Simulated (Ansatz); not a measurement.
`C[CH](C)[GaH][CH](C)C`, relaxed with RKS PBE0-D4/def2-TZVP in the Gaussian-basis code of Ansatz from a GFN2-xTB geometry. The force threshold is 0.005 eV/Å; the program also tests the step.

The species carries charge 0 and has multiplicity 1.

Start:

```xyz
22

C    -2.058    0.002    2.231
C    -1.073    0.913    1.494
C    -1.761    1.769    0.430
Ga    0.388   -0.301    0.631
C     1.334   -0.210   -1.221
C     0.653   -1.179   -2.194
C     2.796   -0.612   -1.013
H    -2.771    0.580    2.822
H    -1.516   -0.669    2.904
H    -2.617   -0.611    1.521
H    -0.621    1.589    2.235
H    -2.506    2.432    0.875
H    -1.027    2.386   -0.095
H    -2.263    1.138   -0.307
H     0.814   -1.596    1.516
H     1.297    0.798   -1.656
H     1.179   -1.208   -3.150
H    -0.381   -0.879   -2.379
H     0.646   -2.190   -1.779
H     3.323    0.142   -0.422
H     2.851   -1.564   -0.476
H     3.315   -0.730   -1.966
```

```
step  energy (eV)  largest force (eV/Å)  largest move (Å)
   1  -58832.2895                 0.593             0.000
   2  -58832.4443                 0.266             0.199
   3  -58832.4712                 0.114             0.077
   4  -58832.4766                 0.096             0.044
   5  -58832.4803                 0.035             0.081
   6  -58832.4809                 0.013             0.037
   7  -58832.4810                 0.006             0.015
   8  -58832.4812                 0.010             0.020
   9  -58832.4815                 0.023             0.058
  10  -58832.4818                 0.041             0.075
  11  -58832.4820                 0.034             0.011
  12  -58832.4822                 0.019             0.022
  13  -58832.4825                 0.017             0.063
  14  -58832.4825                 0.017             0.023
  15  -58832.4826                 0.010             0.022
  16  -58832.4826                 0.004             0.010
  17  -58832.4826                 0.001             0.006
```

End:

```xyz
22

C    -2.068   -0.010    2.153
C    -1.013    0.784    1.389
C    -1.633    1.599    0.260
Ga    0.498   -0.368    0.789
C     1.327   -0.187   -1.013
C     0.489   -0.991   -2.007
C     2.786   -0.622   -1.049
H    -2.846    0.649    2.558
H    -1.639   -0.568    2.989
H    -2.574   -0.733    1.505
H    -0.545    1.484    2.098
H    -2.405    2.280    0.637
H    -0.893    2.204   -0.270
H    -2.115    0.954   -0.482
H     1.025   -1.504    1.762
H     1.264    0.870   -1.298
H     0.897   -0.910   -3.023
H    -0.551   -0.652   -2.050
H     0.479   -2.058   -1.759
H     3.416   -0.016   -0.393
H     2.899   -1.664   -0.733
H     3.200   -0.544   -2.062
```

Hardware: 5 threads of an AMD EPYC 7R13 on a shared host and a share of an NVIDIA H100 80 GB. Wall time 42 s, peak host memory 1 GiB.
